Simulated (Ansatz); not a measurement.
Ansatz (an electronic-structure program) input:

Ansatz 0.2 input:
```yaml
crystal:
  periodic: [false, false, false]
  atoms:
    - {symbol: Be, position_ang: [-0.16099011, -0.75330412, -0.36115324]}
    - {symbol: Cl, position_ang: [1.23338061, 0.37934056, -1.10525381]}
    - {symbol: Cl, position_ang: [-1.19550058, -0.20209253, 1.19023104]}
basis:
  gaussian:
    orbitals: def2-SVP
total_charge: -1
magnetization: {spin_polarized: true, initial_magnetization: 1}
correlation: {method: ccsdt, electrons: outside_noble_gas}
```

Which total energy does the run end on?

-933.79053 Eh (CCSDT/def2-SVP). The basis has 45 functions.
